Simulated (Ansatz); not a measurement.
BaF₂, singlet, at a GFN2-xTB geometry (such geometries of metal compounds can be far from the true shape) (core potentials on Ba). Base run: R2SCAN/def2-SV(P) in Ansatz (a quantum-chemistry and plane-wave program).

Geometry (Å):
```xyz
3

Ba     0.1865     0.2013     0.1865
F     -0.8005     0.5859    -1.6680
F     -0.3600    -1.8383     0.5072
```
Charge 0, spin multiplicity 1.
All else is at Ansatz's defaults.
Base energy -225.06426 Eh.

Each row names what was changed in the base input (with any setting that the change needs).

```csv
change,ΔE vs base (kcal/mol)
base,0.000
lower_state_search = off,0.000
"point_charge = charge:0.5 position_ang:-3.8576, -0.7486, -3.4065",-8.52
"point_charge = charge:-1.0 position_ang:-1.9431, 2.4657, -3.7289",15.29
"final_grid = 4, 8, 17",-0.325
fitting.mean_field = def2-universal-JKFIT,-0.035
nuclear_model = gaussian,0.027
"point_charge = charge:1.0 position_ang:1.3273, 3.2215, 2.2542",22.42
accuracy = high,-0.002
"final_grid = 14, 28, 59",-0.004
"final_grid = 6, 12, 29",-0.277
```
